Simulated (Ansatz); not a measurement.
CH$_{5}$BF$_{2}$OSi, SMILES `BOC[SiH](F)F`, relaxed with RKS PBE-D4/def2-SVP in Ansatz from a rough embedded geometry. The force threshold is 0.03 eV/Å; the program also tests the step.

Charge 0, multiplicity 1.

Start:

```xyz
11

B    -1.027    0.881    1.516
O     0.172    1.173    0.657
C     0.794   -0.033    0.231
Si    0.216   -0.617   -1.354
F     1.018   -1.982   -1.892
F     0.360    0.616   -2.556
H    -0.930    0.759    2.646
H    -2.037    0.720    0.938
H     0.793   -0.811    0.996
H     1.902    0.223    0.112
H    -1.261   -0.928   -1.293
```

```json
{"step": "1", "energy (eV)": "-17131.7277", "largest force (eV/Å)": "3.856", "largest move (Å)": "0.000"}
{"step": "2", "energy (eV)": "-17132.2327", "largest force (eV/Å)": "2.231", "largest move (Å)": "0.096"}
{"step": "3", "energy (eV)": "-17132.4620", "largest force (eV/Å)": "0.581", "largest move (Å)": "0.125"}
{"step": "4", "energy (eV)": "-17132.5688", "largest force (eV/Å)": "0.387", "largest move (Å)": "0.200"}
{"step": "5", "energy (eV)": "-17132.6772", "largest force (eV/Å)": "0.664", "largest move (Å)": "0.193"}
{"step": "6", "energy (eV)": "-17132.8119", "largest force (eV/Å)": "0.836", "largest move (Å)": "0.195"}
{"step": "7", "energy (eV)": "-17133.0010", "largest force (eV/Å)": "0.717", "largest move (Å)": "0.196"}
{"step": "8", "energy (eV)": "-17133.1340", "largest force (eV/Å)": "0.649", "largest move (Å)": "0.193"}
{"step": "9", "energy (eV)": "-17133.1926", "largest force (eV/Å)": "0.442", "largest move (Å)": "0.150"}
{"step": "10", "energy (eV)": "-17133.2369", "largest force (eV/Å)": "0.334", "largest move (Å)": "0.191"}
{"step": "11 (rejected)", "energy (eV)": "-17133.2181", "largest force (eV/Å)": "0.876", "largest move (Å)": "0.196"}
{"step": "12", "energy (eV)": "-17133.2632", "largest force (eV/Å)": "0.206", "largest move (Å)": "0.096"}
{"step": "13", "energy (eV)": "-17133.2711", "largest force (eV/Å)": "0.128", "largest move (Å)": "0.069"}
{"step": "14", "energy (eV)": "-17133.2748", "largest force (eV/Å)": "0.235", "largest move (Å)": "0.150"}
{"step": "15 (rejected)", "energy (eV)": "-17133.2600", "largest force (eV/Å)": "0.295", "largest move (Å)": "0.081"}
{"step": "16", "energy (eV)": "-17133.2768", "largest force (eV/Å)": "0.068", "largest move (Å)": "0.028"}
{"step": "17", "energy (eV)": "-17133.2773", "largest force (eV/Å)": "0.055", "largest move (Å)": "0.010"}
{"step": "18", "energy (eV)": "-17133.2778", "largest force (eV/Å)": "0.079", "largest move (Å)": "0.062"}
{"step": "19 (rejected)", "energy (eV)": "-17133.2750", "largest force (eV/Å)": "0.175", "largest move (Å)": "0.113"}
{"step": "20 (rejected)", "energy (eV)": "-17133.2774", "largest force (eV/Å)": "0.094", "largest move (Å)": "0.046"}
{"step": "21", "energy (eV)": "-17133.2784", "largest force (eV/Å)": "0.012", "largest move (Å)": "0.023"}
```

End:

```xyz
11

B    -1.080    0.928    1.575
O    -0.250    1.049    0.513
C     0.731    0.062    0.178
Si    0.273   -0.746   -1.467
F     1.325   -1.965   -1.722
F     0.462    0.318   -2.683
H    -0.992   -0.044    2.314
H    -1.883    1.825    1.733
H     0.814   -0.714    0.975
H     1.722    0.558    0.088
H    -1.123   -1.271   -1.504
```

Run time 21 s (4 threads of an Intel Xeon Platinum 8488C on a shared host); peak host memory 0.2 GiB.
